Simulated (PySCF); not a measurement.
Si(F)4(OH2)2 (F₄H₄O₂Si), SMILES O->[Si](<-O)(F)(F)(F)F (connectivity only; charge and spin as stated), neutral, multiplicity 1. Atoms are numbered in the order given.

```xyz
11

Si     0.0000     0.0000    -0.2347
F     -0.0586     1.6240     0.0848
F      0.0586    -1.6240     0.0848
F     -1.2691    -0.0506    -1.2615
F      1.2691     0.0506    -1.2615
O     -1.3510    -0.0345     1.2542
H     -2.0132    -0.6899     0.9917
H     -1.7750     0.8354     1.2082
O      1.3510     0.0345     1.2542
H      2.0132     0.6899     0.9917
H      1.7750    -0.8354     1.2082
```

Coordinates come from a PBE0-D3(BJ)/def2-SVP optimisation. Other conformers were not sampled.

Computed with TDDFT-M06-2X/def2-SVPD (PySCF).

Vertical excitations. The molecule is in vacuum. State labels are in the subgroup C2.

Computed UV-visible absorptions:
| state | symmetry | energy (eV) | λ (nm) | f | main pairs |
|---|---|---|---|---|---|
| S1 | B | 9.41 | 132 | 0.023 | HOMO→LUMO 60 %, HOMO−3→LUMO+1 17 % |
| S2 | A | 9.54 | 130 | 0.093 | HOMO−3→LUMO 43 %, HOMO→LUMO+1 27 %, HOMO−1→LUMO 7 % |
| S3 | A | 10.04 | 124 | 0.001 | HOMO−1→LUMO 78 % |
| S4 | B | 10.09 | 123 | 0.010 | HOMO−2→LUMO 83 % |
| S5 | B | 10.40 | 119 | 0.028 | HOMO−4→LUMO 77 % |
| S6 | A | 10.42 | 119 | 0.016 | HOMO−5→LUMO 42 %, HOMO−3→LUMO 30 %, HOMO→LUMO+1 16 % |
| S7 | B | 10.73 | 116 | 0.023 | HOMO−3→LUMO+1 42 %, HOMO→LUMO 19 %, HOMO−6→LUMO 11 %, HOMO−1→LUMO+1 9 % |
| S8 | A | 10.85 | 114 | 0.000 | HOMO−2→LUMO+1 70 % |
| S9 | B | 10.88 | 114 | 0.011 | HOMO−1→LUMO+1 60 %, HOMO−3→LUMO+1 13 % |
| S10 | A | 11.04 | 112 | 0.001 | HOMO−4→LUMO+1 27 %, HOMO→LUMO+2 16 %, HOMO−5→LUMO 11 %, HOMO−2→LUMO+1 9 % |
| T1 | B | 9.10 | 136 | 0 | HOMO→LUMO 52 %, HOMO−3→LUMO+1 17 % |
| T2 | A | 9.17 | 135 | 0 | HOMO−3→LUMO 40 %, HOMO→LUMO+1 26 % |
| T3 | A | 9.95 | 125 | 0 | HOMO−1→LUMO 77 % |
| T4 | B | 10.01 | 124 | 0 | HOMO−2→LUMO 81 % |
Triplets are in the Tamm–Dancoff approximation, which puts them higher than full response would, so one can lie above its singlet here.
